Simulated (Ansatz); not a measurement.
BFO, singlet, geometry from GFN2-xTB of the parent state; MP2/cc-pVDZ (Ansatz, an electronic-structure program).

Input for Ansatz:
Ansatz 0.2 input:
```yaml
crystal:
  periodic: [false, false, false]
  atoms:
    - {symbol: F, position_ang: [-0.00000000, -0.00000000, -1.18647100]}
    - {symbol: B, position_ang: [0.00000000, 0.00000000, 0.07261760]}
    - {symbol: O, position_ang: [0.00000000, 0.00000000, 1.28939388]}
basis:
  gaussian:
    orbitals: cc-pVDZ
magnetization: {spin_polarized: false}
correlation: {method: mp2}
```

What the program printed (banner, timings and long lists left out):

```
Functional definition: HF
387 factors; integrals over basis functions are off by at most 7.7e-4 eV
mean field evaluation 1: about -5413.9320 eV, gradient 4.1e1 eV
mean field evaluation 2: about -5413.9348 eV, gradient 4.1e1 eV
mean field evaluation 4: about -5417.2509 eV, gradient 2.7e0 eV
mean field evaluation 8: about -5417.2841 eV, gradient 1.0e-1 eV
mean field -5417.28420719 eV, -199.0815226470 hartree, gradient 1.9e-6 eV, S^2 0.000000; 0 other end points of the search recorded, 0 dependent functions left out
3 core orbitals not correlated
reference -5417.28420719 eV, -199.0815226470 hartree; 8, 8 occupied and 31, 31 virtual orbitals, 387 factors
second order -12.15979413 eV of doubles, -0.00000000 eV of singles
Total energy: -5429.44400132 eV, -199.5283868391 hartree
```
